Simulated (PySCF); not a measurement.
**Polarisability and C₆ of Ir (iridium, neutral)**

[Xe] 4f14 5d8 6s1, high-spin 4F determinant (an excited configuration). All numbers are calculated (PySCF 2.14, a scalar-relativistic core potential, in aug-cc-pVTZ-PP with one added diffuse shell each of s, p, d, f, g type with ECP60MDF (7s7p6d4f3g, 113 functions)). Coupled (time-dependent) response in atomic units; α is the mean over directions.

```
method  mean α (bohr³)  C₆ (like pair)  S(−4)
  PBE0           44.91           448.5  851.7
```

S(−4) is the Cauchy moment in α(ω) = α(0) + S(−4) ω² + …

Spin-orbit coupling is absent.

α(iu) at PBE0:

| u (hartree) | α(iu) (bohr³) |
| --- | --- |
| 0 | 44.91 |
| 0.0500 | 42.91 |
| 0.100 | 38.15 |
| 0.200 | 27.88 |
| 0.300 | 20.75 |
| 0.500 | 13.17 |
| 0.750 | 8.745 |
| 1.00 | 6.354 |
| 1.50 | 3.866 |
| 2.00 | 2.617 |
| 3.00 | 1.425 |
| 5.00 | 0.6050 |

A single London oscillator, α(iu) = α/(1 + u²/ω²), gives C₆ = (3/4) ω α². Matching the computed C₆ needs ω = 4 × 448.5 / (3 × 44.91²) = 0.296 hartree.

Energies and moments cover only the electrons outside the core potential. Spin-orbit coupling, absent here, splits the open shell strongly.
